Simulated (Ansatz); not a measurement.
Stretching the Sn1–H2 bond in H2OSn (SMILES [OH][SnH]) (multiplicity 1 held, fragments rigid). Energies count from the point at 1.803 Å.
Geometry at that point (charge 0, multiplicity 1):
```
atom    x (Å)    y (Å)    z (Å)
----  -------  -------  -------
Sn    -0.1839  -0.1503   0.1953
H     -1.4552   0.0147  -1.0721
O      1.2153   0.7994  -0.8693
H      0.9260   1.1031  -1.7363
```

Restricted levels (R-, RO-) in cc, def2 and unpolarised 6-31G sets keep to the state of the molecule at rest. U- levels take the lowest unrestricted solution at each point, which mixes spins at long bonds. Active spaces are followed from a long bond inwards. Curves can end on different states.

Frozen-core correlation. Filled d and f shells under p-block atoms count as core.

Run with Ansatz (Gaussian basis) for Hartree–Fock, density functionals and correlated methods. Each number belongs to the level named beside it. In def2 rows elements past Kr take small-core potentials, without spin–orbit coupling.

Energies in eV.

| R (Å) | U-PBE/def2-TZVPP | U-r2SCAN/def2-TZVPP | R-SCS-MP2/def2-TZVPP | SC-NEVPT2 on CASSCF(2,2)/def2-TZVPP | FIC-MRCISD+Q on CASSCF(2,2)/def2-TZVPP |
|---|---|---|---|---|---|
| 1.442 | 1.10 | 1.04 | 1.09 | 1.13 | 1.11 |
| 1.622 | 0.22 | 0.19 | 0.19 | 0.22 | 0.20 |
| 1.803 | 0.00 | 0.00 | 0.00 | 0.00 | 0.00 |
| 1.983 | 0.10 | 0.14 | 0.16 | 0.12 | 0.14 |
| 2.163 | 0.36 | 0.43 | 0.48 | 0.40 | 0.44 |
| 2.434 | 0.86 | 0.97 | 1.08 | 0.91 | 0.97 |
| 2.704 | 1.36 | 1.52 | 1.68 | 1.40 | 1.50 |
| 3.155 | 2.09 | 2.15 | 2.56 | 2.04 | 2.18 |
| 3.605 | 2.49 | 2.47 | 3.23 | 2.41 | 2.58 |
| 4.146 | 2.71 | 2.66 | 3.75 | 2.60 | 2.78 |
| 4.867 | 2.78 | 2.78 | 4.01 | 2.67 | 2.85 |
| 5.769 | 2.79 | 2.82 | 3.80 | 2.68 | 2.86 |

Doubts at one or more of the structures used: a spin-contaminated determinant (U-PBE/def2-TZVPP, U-r2SCAN/def2-TZVPP); a restricted determinant that unrestricted orbitals would lower (R-SCS-MP2/def2-TZVPP).

Ansatz is an electronic-structure program.
